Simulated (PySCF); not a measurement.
NICS in isomers of C6H7NO.

Probes without a nucleus sit at each ring's centroid and 1 Å off its mean plane on both sides; NICS is minus the shielding there, NICSzz its component along the normal. Level: GIAO PBE0/pcSseg-1 (PySCF, non-relativistic, gas phase) on the GFN2-xTB geometries, one conformer each. Atom numbers follow the mapped SMILES.

Question: Order these rings by mean NICS(1)zz, lowest (most negative) first (ppm).
A. ring C2–C3–C4–C5–C6–N7 in `[CH3:1][c:2]1[cH:3][cH:4][cH:5][cH:6][n+:7]1[O-:8]`
B. ring C4–C5–C6–O7–N8 in `[CH2:1]=[C:2]([CH3:3])[c:4]1[cH:5][cH:6][o:7][n:8]1`
C. ring C3–C7–C8 in `[CH:1]#[C:2][C:3]1([C:4]([NH2:5])=[O:6])[CH2:7][CH2:8]1`

Answer: B (-26.0), C (-23.9), A (-22.3).

```json
{"SMILES": "C=C(C)c1ccon1", "ring": "5-membered ring with N and O; formal bonds all aromatic", "NICS(0)": "-10.8", "NICS(1)": "-10.7", "NICS(1)zz": "-26.0", "HOMA": "0.59", "rms pucker (Å)": "0.00", "ring atoms with four or more neighbours": "0"}
{"SMILES": "C#CC1(C(N)=O)CC1", "ring": "3-membered carbocycle; formal bonds all single", "NICS(0)": "-44.9", "NICS(1)": "-8.6", "NICS(1)zz": "-23.9", "HOMA": "–", "rms pucker (Å)": "0.00", "ring atoms with four or more neighbours": "3"}
{"SMILES": "Cc1cccc[n+]1[O-]", "ring": "6-membered ring with N; formal bonds all aromatic", "NICS(0)": "-6.8", "NICS(1)": "-9.0", "NICS(1)zz": "-22.3", "HOMA": "0.97", "rms pucker (Å)": "0.00", "ring atoms with four or more neighbours": "0"}
```

NICS(0) gives another order. The isotropic NICS(1) gives another order. HOMA uses Krygowski's 1993 parameters; it is left out where a ring has a four-coordinate atom, a triple bond, no multiple bond or a kind of bond without parameters. NICS(1) and NICS(1)zz are means over the two faces.
